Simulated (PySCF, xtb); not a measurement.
CH8N2OSi2, SMILES [SiH2]1NC[Si@@]1(O)N. One conformer was computed; it need not be the lowest.

Harmonic wavenumbers (cm⁻¹) from GFN2-xTB (xtb) at its own minimum, in rising order: 78, 103, 159, 196, 212, 227, 272, 368, 413, 429, 442, 462, 536, 644, 664, 736, 770, 806, 821, 852, 898, 935, 1073, 1136, 1162, 1326, 1495, 1507, 2110, 2154, 2869, 2907, 3478, 3478, 3533, 3690.

### Question
What does B3LYP-D3(BJ)/def2-SVP in PySCF give at its own minimum? (An estimate is asked for; the answer gives what the named calculation found.)

### Answer
54, 96, 128, 211, 232, 265, 300, 340, 409, 432, 447, 463, 655, 667, 748, 761, 784, 823, 834, 878, 932, 1008, 1055, 1156, 1169, 1329, 1478, 1531, 2146, 2161, 2963, 3012, 3576, 3589, 3678, 3865. Paired by order, the mean absolute difference is 41 cm⁻¹ and the zero-point energies are 61.4 and 63.2 kcal/mol.
